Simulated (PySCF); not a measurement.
# `C#CC(=O)/C=C\[O-]`, [C5H3O2]-, charge -1

Geometry:
| atom | x (Å) | y (Å) | z (Å) |
| --- | --- | --- | --- |
| C1 | -2.373 | -0.128 | -0.336 |
| C2 | -1.287 | 0.302 | -0.054 |
| C3 | -0.100 | 1.036 | 0.347 |
| O4 | -0.239 | 2.213 | 0.741 |
| C5 | 1.122 | 0.346 | 0.254 |
| C6 | 1.298 | -0.967 | -0.183 |
| O7 | 0.470 | -1.798 | -0.575 |
| H8 | -3.267 | -0.608 | -0.612 |
| H9 | 2.007 | 0.896 | 0.556 |
| H10 | 2.380 | -1.286 | -0.161 |

Total charge -1.

Theory: PySCF, quadratic response wB97X-D/def2-SVPD first hyperpolarisability, Taylor convention, gas phase. Geometry: GFN2-xTB.

For a gas-phase anion, states above the detachment energy (about 3.2 eV, taken as minus the energy of the highest occupied orbital) lie in the continuum and depend on the basis.

Task: Give the tensor of the second harmonic β(−2ω;ω,ω) at 1340 nm in the axes of these coordinates.

Result: In au, Taylor convention; rows are the first index (the induced dipole):
```
       xx      yy     zz      xy     xz     yz
x   +91.6   +16.5  -35.5  -198.5  -52.0   -9.3
y  -221.3  +152.8  +23.7   +36.6   -5.3  +55.5
z   -59.9   +53.7   -0.7    -2.3  -34.1  +21.4
```
Norm of βᵢ = ⅓ Σⱼ (βᵢⱼⱼ + βⱼᵢⱼ + βⱼⱼᵢ): 92.3 au, hyper-Rayleigh value 135.2 au.
